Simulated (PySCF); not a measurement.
Isomers of C5H3FO2. Computed with TDDFT CAM-B3LYP/def2-SVPD, vertical, gas phase, core orbitals frozen in the response (PySCF). Geometries: GFN2-xTB; one conformer of each isolated species. Triplets are in the Tamm–Dancoff approximation.

A. `O=Cc1coc(F)c1`
B. `O=C1C=CC(=O)C1F`
C. `O=C(F)c1ccco1`
D. `C#C/C=C(\F)C(=O)O`

Lowest singlet levels (six at most, fewer where fewer were computed) with oscillator strengths:

1. 255 nm (f 0.000); 248 nm (f 0.486); 246 nm (f 0.000); 195 nm (f 0.000); 179 nm (f 0.095); 175 nm (f 0.120); T1 2.91 eV
2. 234 nm (f 0.369); 225 nm (f 0.000); 194 nm (f 0.041); 173 nm (f 0.003); 163 nm (f 0.222); 156 nm (f 0.030); T1 3.34 eV
3. 315 nm (f 0.000); 250 nm (f 0.063); 195 nm (f 0.106); 187 nm (f 0.001); 178 nm (f 0.421); 164 nm (f 0.003); T1 3.27 eV
4. 382 nm (f 0.000); 319 nm (f 0.000); 233 nm (f 0.000); 209 nm (f 0.002); 206 nm (f 0.361); 176 nm (f 0.010); T1 2.81 eV

Question: Match each spectrum to its molecule.

Answer: 1 = D, 2 = C, 3 = A, 4 = B.
- A: S1 at 3.94 eV, HOMO-1→LUMO (94%); Löwdin shares by element: HOMO carbon 76% or more (atoms not listed hold the other 24%); LUMO carbon 58% or more, oxygen 22% or more (atoms not listed hold the other 20%); HOMO -8.61 and LUMO -0.84 eV; point group Cs, 1 of its 6 listed states under f = 0.0005.
- B: S1 at 3.25 eV, HOMO→LUMO (92%); Löwdin shares by element: HOMO oxygen 56%, carbon 21% or more (atoms not listed hold the other 23%); LUMO carbon 42% or more, oxygen 27% (atoms not listed hold the other 31%); HOMO -9.37 and LUMO -2.11 eV; point group Cs, 3 of its 6 listed states under f = 0.0005.
- C: S1 at 5.29 eV, HOMO→LUMO (97%); Löwdin shares by element: HOMO carbon 76% or more (atoms not listed hold the other 24%); LUMO carbon 48% or more, oxygen 16% or more (atoms not listed hold the other 36%); HOMO -8.96 and LUMO -0.97 eV; point group Cs, 1 of its 6 listed states under f = 0.0005.
- D: S1 at 4.87 eV, HOMO-1→LUMO (76%), HOMO-2→LUMO (16%); Löwdin shares by element: HOMO carbon 80% or more (atoms not listed hold the other 20%); LUMO carbon 52% or more, oxygen 13% or more (atoms not listed hold the other 35%); HOMO -8.93 and LUMO -1.39 eV; point group Cs, 3 of its 6 listed states under f = 0.0005.
